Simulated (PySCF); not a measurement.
**Cost of excited-state runs on `InChI=1S/C6H9ClGe/c1-3-8-5-6(2)4-7/h1,4H,5,8H2,2H3/b6-4-`**

Molfile (atoms numbered from 1):
```
C6H9ClGe
     RDKit          3D

 17 16  0  0  0  0  0  0  0  0999 V2000
    3.8582    0.1853    0.9429 C   0  0  0  0  0  0  0  0  0  0  0  0
    2.9131   -0.1251    0.2668 C   0  0  0  0  0  0  0  0  0  0  0  0
    1.3858   -0.6171   -0.7666 Ge  0  0  0  0  0  4  0  0  0  0  0  0
   -0.1583   -0.6126    0.5020 C   0  0  0  0  0  0  0  0  0  0  0  0
   -1.3626    0.0830   -0.0329 C   0  0  0  0  0  0  0  0  0  0  0  0
   -1.9803    1.1418    0.8260 C   0  0  0  0  0  0  0  0  0  0  0  0
   -1.8651   -0.2163   -1.2232 C   0  0  0  0  0  0  0  0  0  0  0  0
   -1.1140   -1.4077   -2.2092 Cl  0  0  0  0  0  0  0  0  0  0  0  0
    4.6926    0.4555    1.5259 H   0  0  0  0  0  0  0  0  0  0  0  0
    1.7177   -1.9579   -1.3508 H   0  0  0  0  0  0  0  0  0  0  0  0
    1.2730    0.4239   -1.8422 H   0  0  0  0  0  0  0  0  0  0  0  0
   -0.4051   -1.6554    0.7177 H   0  0  0  0  0  0  0  0  0  0  0  0
    0.1558   -0.1534    1.4389 H   0  0  0  0  0  0  0  0  0  0  0  0
   -2.2760    0.7187    1.7857 H   0  0  0  0  0  0  0  0  0  0  0  0
   -1.2518    1.9291    1.0183 H   0  0  0  0  0  0  0  0  0  0  0  0
   -2.8536    1.5786    0.3486 H   0  0  0  0  0  0  0  0  0  0  0  0
   -2.7363    0.2415   -1.6590 H   0  0  0  0  0  0  0  0  0  0  0  0
  1  2  3  0
  2  3  1  0
  3  4  1  0
  4  5  1  0
  5  6  1  0
  5  7  2  0
  7  8  1  0
  1  9  1  0
  3 10  1  0
  3 11  1  0
  4 12  1  0
  4 13  1  0
  6 14  1  0
  6 15  1  0
  6 16  1  0
  7 17  1  0
M  END
```

PySCF with density fitting, on 1 thread of an Arm Neoverse V1, shared host. Command: `OMP_NUM_THREADS=1 python excited_run.py task.json out`

(1) How long does this run take, and how much memory?
- magnetisability and related constants, KT3/pcSseg-1; isotopologues

Results:

(1) 
| run | level | basis functions | wall time | peak memory (GiB) |
| --- | --- | --- | --- | --- |
| magnetisability and related constants | KT3/pcSseg-1 | 212 | 61 s | 0.77 |

Times from a shared host are rough.
